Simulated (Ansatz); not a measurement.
One arrangement of a pair

The pair of Cl⁻ (SMILES [Cl-], atom 1) and H$_{2}$S (SMILES S, atoms 2–4), both closed shells, in one local arrangement (a lower one may exist), relaxed at PBE0-D4/def2-TZVPD:

Cl1  (-0.388, 2.156, 0.170)
S2  (0.520, -1.016, -0.468)
H3  (0.142, 0.346, -0.208)
H4  (-0.274, -1.486, 0.506)
(Å)

Program: Ansatz 0.2.0. Basis: def2-TZVPPD, with def2-QZVPPD for the basis limit. Cores are frozen in the correlated methods. B3LYP uses VWN-RPA correlation. Extrapolation: Hartree–Fock as exp(−7.88 √X), correlation as X^−2.97. Interaction energies count from these two fragments, frozen as in the pair, with the counterpoise correction; negative means bound.

(1) What is the interaction energy by CCSD(T) at an estimated basis limit (MP2 extrapolated from triple and quadruple zeta, plus CCSD(T) − MP2 in triple zeta)? (Judge from chemistry; the value comes from the calculation.)

(2) Which atoms make the shortest contact between the fragments?

No T1 diagnostic of these runs exceeds 0.011.

Answers

(1) The calculation gives: -15.08 kcal/mol. Hartree–Fock alone gives -8.62 kcal/mol at the basis limit. It counts from the two fragments frozen as in the pair.

The same quantity by other methods in triple zeta, and each one's difference from that estimate:
```csv
method,E_int (kcal/mol),difference
PBE-D4,-18.70,-3.62
revPBE-D4,-17.73,-2.65
BLYP-D4,-16.49,-1.41
r2SCAN-D4,-18.01,-2.93
B97M-V,-15.86,-0.78
PBE0-D4,-17.71,-2.63
B3LYP-D4,-16.16,-1.08
HSE06-D4,-17.81,-2.73
wB97X-V,-15.09,-0.01
wB97M-V,-14.78,0.30
B2PLYP,-14.67,0.41
HF,-8.62,6.46
MP2,-15.22,-0.14
CCSD,-12.68,2.40
CCSD(T),-13.73,1.35
```
Differences are method less estimate.

(2) Cl1 and H3, 1.92 Å apart.

Energy to bend the free fragments (PBE0-D4 minima) into their shapes in the pair, CCSD(T)/def2-TZVPPD: H$_{2}$S 2.58 kcal/mol. This must be added to the interaction energy to get the binding energy from relaxed fragments.

Basis-set superposition shift (counterpoise-corrected less uncorrected): CCSD(T) 1.23; MP2 1.17; HF 0.07; PBE0-D4 0.12; wB97M-V 0.11 kcal/mol.

For scale, one of the runs: CCSD(T)/def2-TZVPPD, 136 basis functions, launched by `ansatz run in.yaml --threads 2 --pin off --events-out ev --progress --plain --max-ram 5222MiB`. Hardware: 2 CPU threads of an Intel Xeon Platinum 8259CL, shared host. Wall time about 4 s.
